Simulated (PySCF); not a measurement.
Cl2Si, charge +1, doublet, geometry from GFN2-xTB (a state made from the parent by changing its charge; the spin is typed, not shown lowest); PySCF with DF-BLYP/cc-pVTZ.

Input for PySCF:
```python
from pyscf import gto, scf, dft

mol = gto.Mole()
mol.atom = '''
    Si    0.000867    0.003477    0.529362
    Cl    1.150751    1.375041   -0.228899
    Cl   -1.151465   -1.377904   -0.207046
'''
mol.basis = 'cc-pvtz'
mol.charge = 1
mol.spin = 1
mol.verbose = 4
mol.build()

mf = dft.UKS(mol)
mf.xc = 'blyp'
mf = mf.density_fit(auxbasis='def2-universal-jkfit')
mf.kernel()
mf.analyze()
```

Output, abridged:

```
PySCF version 2.14.0

[INPUT] verbose = 4
[INPUT] num. atoms = 3
[INPUT] num. electrons = 47
[INPUT] charge = 1
[INPUT] spin (= nelec alpha-beta = 2S) = 1
[INPUT] symmetry False subgroup None
[INPUT] Mole.unit = angstrom
[INPUT] Symbol           X                Y                Z      unit          X                Y                Z       unit  Magmom
[...]
nuclear repulsion = 172.199077139632
number of shells = 27
number of NR pGTOs = 177
number of NR cGTOs = 102
basis = cc-pvtz
ecp = {}

******** <class 'pyscf.df.df_jk.DFUKS'> ********
method = DFUKS
initial guess = minao
damping factor = 0
level_shift factor = 0
DIIS = <class 'pyscf.scf.diis.CDIIS'>
diis_start_cycle = 1
diis_space = 8
diis_damp = 0
SCF conv_tol = 1e-09
SCF conv_tol_grad = None
SCF max_cycles = 50
direct_scf = False
number electrons alpha = 24  beta = 23
XC library pyscf.dft.libxc version 7.1.2
    S. Lehtola, C. Steigemann, M. J. T. Oliveira, and M. A. L. Marques,  SoftwareX 7, 1–5 (2018)
XC functionals = blyp
    A. D. Becke,  Phys. Rev. A 38, 3098 (1988)
    C. Lee, W. Yang, and R. G. Parr,  Phys. Rev. B 37, 785 (1988)
    B. Miehlich, A. Savin, H. Stoll, and H. Preuss,  Chem. Phys. Lett. 157, 200 (1989)
radial grids:
    Treutler-Ahlrichs [JCP 102, 346 (1995); DOI:10.1063/1.469408] (M4) radial grids

becke partition: Becke, JCP 88, 2547 (1988); DOI:10.1063/1.454033
pruning grids: <function nwchem_prune>
grids dens level: 3
symmetrized grids: False
atomic radii adjust function: <function treutler_atomic_radii_adjust>
small_rho_cutoff = 0
Set gradient conv threshold to 3.16228e-05
tot grids = 56944
init E= -1210.35353752359

cycle= 1 E= -1209.60487325441  delta_E= 0.749  |g|= 0.291  |ddm|= 1.25
cycle= 2 E= -1209.34263749875  delta_E= 0.262  |g|= 0.735  |ddm|= 0.93
cycle= 3 E= -1209.66027145044  delta_E= -0.318  |g|= 0.0498  |ddm|= 0.514
cycle= 4 E= -1209.66104810197  delta_E= -0.000777  |g|= 0.0144  |ddm|= 0.0407
cycle= 5 E= -1209.66115722399  delta_E= -0.000109  |g|= 0.00351  |ddm|= 0.0106
cycle= 6 E= -1209.6611640071  delta_E= -6.78e-06  |g|= 0.000917  |ddm|= 0.00279
cycle= 7 E= -1209.66116452267  delta_E= -5.16e-07  |g|= 0.000158  |ddm|= 0.000718
cycle= 8 E= -1209.6611645373  delta_E= -1.46e-08  |g|= 7.02e-05  |ddm|= 0.000194
cycle= 9 E= -1209.66116454001  delta_E= -2.7e-09  |g|= 8.83e-06  |ddm|= 5.29e-05
cycle= 10 E= -1209.66116454007  delta_E= -6.32e-11  |g|= 1.86e-06  |ddm|= 1.17e-05
Extra cycle  E= -1209.66116454007  delta_E= 2.05e-12  |g|= 3.09e-06  |ddm|= 4.16e-06
converged SCF energy = -1209.66116454007  <S^2> = 0.75257842  2S+1 = 2.0025768
**** SCF Summaries ****
Total Energy =                       -1209.661164540067603
Nuclear Repulsion Energy =             172.199077139631584
One-electron Energy =                -2002.377928806857881
Two-electron Energy =                  620.517687127158752
Two-electron Coulomb Energy =          697.633258718377988
DFT Exchange-Correlation Energy =      -77.115571591219208
**** MO energy ****
                             alpha | beta                alpha | beta
[...]
To work with the spin densities directly, `use mulliken_meta_spin()` only printing them here.

 ** Mulliken spin pop alpha/beta on meta-lowdin orthogonal AOs **
 ** Mulliken Spin Density (per AO)  **
spin_pop of  0 Si 1s        0.00000
spin_pop of  0 Si 2s        0.00000
spin_pop of  0 Si 3s        0.38124
spin_pop of  0 Si 4s        0.00345
spin_pop of  0 Si 5s        0.00006
spin_pop of  0 Si 2px      -0.00001
spin_pop of  0 Si 2py      -0.00000
spin_pop of  0 Si 2pz       0.00001
spin_pop of  0 Si 3px       0.01157
spin_pop of  0 Si 3py       0.00682
spin_pop of  0 Si 3pz       0.27733
spin_pop of  0 Si 4px       0.00041
spin_pop of  0 Si 4py       0.00026
spin_pop of  0 Si 4pz       0.00404
spin_pop of  0 Si 5px      -0.00001
spin_pop of  0 Si 5py      -0.00001
spin_pop of  0 Si 5pz       0.00020
spin_pop of  0 Si 3dxy      0.00567
spin_pop of  0 Si 3dyz     -0.00049
spin_pop of  0 Si 3dz^2     0.00002
spin_pop of  0 Si 3dxz     -0.00068
spin_pop of  0 Si 3dx2-y2    0.00033
spin_pop of  0 Si 4dxy      0.00067
spin_pop of  0 Si 4dyz      0.00001
spin_pop of  0 Si 4dz^2     0.00037
spin_pop of  0 Si 4dxz     -0.00000
spin_pop of  0 Si 4dx2-y2    0.00008
spin_pop of  0 Si 4f-3     -0.00012
spin_pop of  0 Si 4f-2      0.00013
spin_pop of  0 Si 4f-1     -0.00016
spin_pop of  0 Si 4f+0      0.00002
spin_pop of  0 Si 4f+1     -0.00011
spin_pop of  0 Si 4f+2     -0.00003
spin_pop of  0 Si 4f+3     -0.00010
spin_pop of  1 Cl 1s       -0.00000
spin_pop of  1 Cl 2s        0.00000
spin_pop of  1 Cl 3s        0.00148
spin_pop of  1 Cl 4s        0.00008
spin_pop of  1 Cl 5s        0.00008
spin_pop of  1 Cl 2px       0.00000
spin_pop of  1 Cl 2py       0.00000
spin_pop of  1 Cl 2pz       0.00001
spin_pop of  1 Cl 3px       0.01629
spin_pop of  1 Cl 3py       0.02767
spin_pop of  1 Cl 3pz       0.10645
spin_pop of  1 Cl 4px       0.00039
spin_pop of  1 Cl 4py       0.00045
spin_pop of  1 Cl 4pz       0.00075
spin_pop of  1 Cl 5px       0.00009
spin_pop of  1 Cl 5py       0.00013
spin_pop of  1 Cl 5pz       0.00003
spin_pop of  1 Cl 3dxy      0.00025
spin_pop of  1 Cl 3dyz     -0.00028
spin_pop of  1 Cl 3dz^2     0.00018
spin_pop of  1 Cl 3dxz     -0.00018
spin_pop of  1 Cl 3dx2-y2    0.00002
spin_pop of  1 Cl 4dxy      0.00002
spin_pop of  1 Cl 4dyz      0.00013
spin_pop of  1 Cl 4dz^2    -0.00001
spin_pop of  1 Cl 4dxz      0.00009
spin_pop of  1 Cl 4dx2-y2   -0.00003
spin_pop of  1 Cl 4f-3      0.00004
spin_pop of  1 Cl 4f-2      0.00015
spin_pop of  1 Cl 4f-1      0.00002
spin_pop of  1 Cl 4f+0      0.00005
spin_pop of  1 Cl 4f+1      0.00001
spin_pop of  1 Cl 4f+2      0.00004
spin_pop of  1 Cl 4f+3      0.00008
spin_pop of  2 Cl 1s       -0.00000
spin_pop of  2 Cl 2s        0.00000
spin_pop of  2 Cl 3s        0.00148
spin_pop of  2 Cl 4s        0.00008
spin_pop of  2 Cl 5s        0.00008
spin_pop of  2 Cl 2px       0.00000
spin_pop of  2 Cl 2py       0.00000
spin_pop of  2 Cl 2pz       0.00001
spin_pop of  2 Cl 3px       0.01663
spin_pop of  2 Cl 3py       0.02930
spin_pop of  2 Cl 3pz       0.10448
spin_pop of  2 Cl 4px       0.00039
spin_pop of  2 Cl 4py       0.00045
spin_pop of  2 Cl 4pz       0.00076
spin_pop of  2 Cl 5px       0.00009
spin_pop of  2 Cl 5py       0.00014
spin_pop of  2 Cl 5pz       0.00003
spin_pop of  2 Cl 3dxy      0.00025
spin_pop of  2 Cl 3dyz     -0.00029
spin_pop of  2 Cl 3dz^2     0.00018
spin_pop of  2 Cl 3dxz     -0.00018
spin_pop of  2 Cl 3dx2-y2    0.00002
spin_pop of  2 Cl 4dxy      0.00002
spin_pop of  2 Cl 4dyz      0.00013
spin_pop of  2 Cl 4dz^2    -0.00001
spin_pop of  2 Cl 4dxz      0.00009
spin_pop of  2 Cl 4dx2-y2   -0.00003
spin_pop of  2 Cl 4f-3      0.00004
spin_pop of  2 Cl 4f-2      0.00014
spin_pop of  2 Cl 4f-1      0.00002
spin_pop of  2 Cl 4f+0      0.00005
spin_pop of  2 Cl 4f+1      0.00001
spin_pop of  2 Cl 4f+2      0.00004
spin_pop of  2 Cl 4f+3      0.00008
 ** Mulliken Spin Density (per atom)  **
spin density of  0 Si =      0.69098
spin density of  1 Cl =      0.15451
spin density of  2 Cl =      0.15451
 ** Mulliken pop alpha/beta on meta-lowdin orthogonal AOs **
 ** Mulliken pop       alpha | beta **
In total            24.00000 | 23.00000
 ** Mulliken atomic charges   ( Nelec_alpha | Nelec_beta ) **
charge of  0Si =      0.89833  (     6.89633      6.20534 )
charge of  1Cl =      0.05083  (     8.55184      8.39733 )
charge of  2Cl =      0.05084  (     8.55184      8.39733 )

WARN: System has nonzero charge 1; the dipole moment is origin-dependent.
Location of origin: [0. 0. 0.]

Dipole moment(X, Y, Z, Debye):  0.00167,  0.00676,  1.03419
```
